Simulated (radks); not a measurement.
Values are calculated unless marked as measured or tabulated.
Spherical jellium clusters: N electrons in a uniform positive sphere of charge N and radius rs N^(1/3), rs = 5.17 bohr. Level of theory: non-relativistic Kohn-Sham, PBEsol, spin-polarised, spherical densities (a radial shooting solver with Libxc functionals). Levels are named by radial order and angular momentum (1s, 1p, 1d, 2s, ...), and open shells are averaged over m.

N = 4, configuration 1s2 1p(up 2, down 0). This is the lowest configuration that the search found. Occupied levels:

level    occupation  eigenvalue (eV)  <r> (bohr)
1s up             1          -3.3271       5.847
1s down           1          -2.9166       5.432
1p up             2          -2.2961       7.090

Energy (eV): total -6.29896, kinetic 4.8533, external -62.308, Hartree 30.698, exchange-correlation -11.373, background 31.831.
